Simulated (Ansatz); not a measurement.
Isolated molecules relaxed with PBE0-D4/def2-TZVP in Ansatz; ΔE leaves out vibrations. CCSD(T)/CBS adds triple-zeta CCSD(T) − MP2 to the extrapolated MP2 energy (def2 sets, frozen cores). This one scheme is used for every species. DFT in def2-TZVPP. B3LYP here is the variant with VWN-RPA as its local correlation; programs differ in this. One conformer a species, not always the lowest.

Consider the ligand exchange at the Al–C bond: `[OH][Al]([F])[CH2][SiH3]` + CH₃OH → `C[O][Al]([OH])[F]` + `C[SiH3]`.

`[OH][Al]([F])[CH2][SiH3]`:

Cartesian coordinates in Å:
```
O 0.880 -1.092 -2.228
Al -0.424 -0.624 -1.267
F -1.854 -0.218 -1.987
C -0.243 -0.566 0.650
Si 0.262 1.091 1.351
H 0.859 -1.129 -3.183
H 0.506 -1.307 0.947
H -1.199 -0.850 1.104
H 1.570 1.515 0.781
H -0.747 2.128 0.998
H 0.390 1.053 2.833
```

CH₃OH:

Z-matrix (Å, degrees):
```
C
O 1 1.409
H 1 1.097 2 112.4
H 1 1.090 2 107.0 3 -118.5
H 1 1.097 2 112.4 3 123.0
H 2 0.959 1 108.5 3 -61.6
```

`C[O][Al]([OH])[F]`:

Z-matrix (Å, degrees):
```
C
O 1 1.400
H 1 1.096 2 112.5
H 1 1.094 2 109.8 3 -120.7
H 1 1.094 2 109.8 3 120.7
Al 2 1.668 1 135.0 3 0.0
F 6 1.642 2 118.5 1 180.0
O 6 1.684 2 120.7 1 -0.0
H 8 0.955 6 123.6 2 -180.0
```

`C[SiH3]`:

```xyz
8

C    -0.519   -0.239   -0.805
Si    0.464    0.214    0.721
H    -0.481    0.565   -1.544
H    -1.566   -0.420   -0.552
H    -0.120   -1.145   -1.268
H     1.890    0.463    0.373
H     0.414   -0.883    1.724
H    -0.082    1.446    1.351
```

```json
{"level": "PBE-D4", "ΔE (kJ/mol)": "-100.3", "difference from CCSD(T)/CBS": "9.9"}
{"level": "B3LYP-D4", "ΔE (kJ/mol)": "-114.9", "difference from CCSD(T)/CBS": "-4.7"}
{"level": "ωB97M-V", "ΔE (kJ/mol)": "-108.5", "difference from CCSD(T)/CBS": "1.7"}
{"level": "B2PLYP", "ΔE (kJ/mol)": "-117.2", "difference from CCSD(T)/CBS": "-7.0"}
{"level": "PBE", "ΔE (kJ/mol)": "-101.5", "difference from CCSD(T)/CBS": "8.7"}
{"level": "r2SCAN", "ΔE (kJ/mol)": "-112.3", "difference from CCSD(T)/CBS": "-2.1"}
{"level": "PBE0", "ΔE (kJ/mol)": "-104.3", "difference from CCSD(T)/CBS": "5.9"}
{"level": "CCSD/def2-TZVPP", "ΔE (kJ/mol)": "-114.6", "difference from CCSD(T)/CBS": "-4.4"}
{"level": "CCSD(T)/def2-TZVPP", "ΔE (kJ/mol)": "-111.8", "difference from CCSD(T)/CBS": "-1.6"}
{"level": "CCSD/CBS(def2)", "ΔE (kJ/mol)": "-113.0", "difference from CCSD(T)/CBS": "-2.8"}
{"level": "CCSD(T)/CBS", "ΔE (kJ/mol)": "-110.2", "difference from CCSD(T)/CBS": "0"}
```

Largest T1 diagnostic among the species: 0.012.

In def2-TZVPP, CCSD(T) changes the Hartree–Fock value by +16.1 kJ/mol (the triples alone add +2.8 kJ/mol) and MP2 by +14.2 kJ/mol.
